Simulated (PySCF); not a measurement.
**Correlation energy of Bi²⁺ (bismuth, charge +2)**

[Xe] 4f14 5d10 6s2 6p1, 2P determinant. Computed with PySCF 2.14 in cc-pVDZ-PP with ECP60MDF, with a scalar-relativistic core potential. Frozen: 5s2 5p6 5d10; 3 electrons correlated.

MP2 pair energies summed by pair of shells (mhartree):

```json
{"pair": "6s-6s", "energy": "-12.77", "share (%)": "58.1"}
{"pair": "6s-6p", "energy": "-9.19", "share (%)": "41.9"}
```

Total MP2 correlation energy: -21.96 mhartree.

Same-spin part -1.69 and opposite-spin part -20.27 mhartree; SCS-MP2 scales them by 1/3 and 6/5 to -24.89 mhartree.

```json
{"level": "CCSD", "correlation energy (mhartree)": "-31.21"}
{"level": "(T)", "correlation energy (mhartree)": "-0.17"}
{"level": "CCSD(T)", "correlation energy (mhartree)": "-31.38"}
```

Diagnostics: T1 = 0.0057, D1 = 0.0129, largest double amplitude 0.075.

Spin-orbit coupling, absent here, splits the open shell strongly.

Cost of the coupled-cluster step: 0.08 s of wall time on 1 thread of Neoverse-V1 (shared host), for 3 correlated electrons.
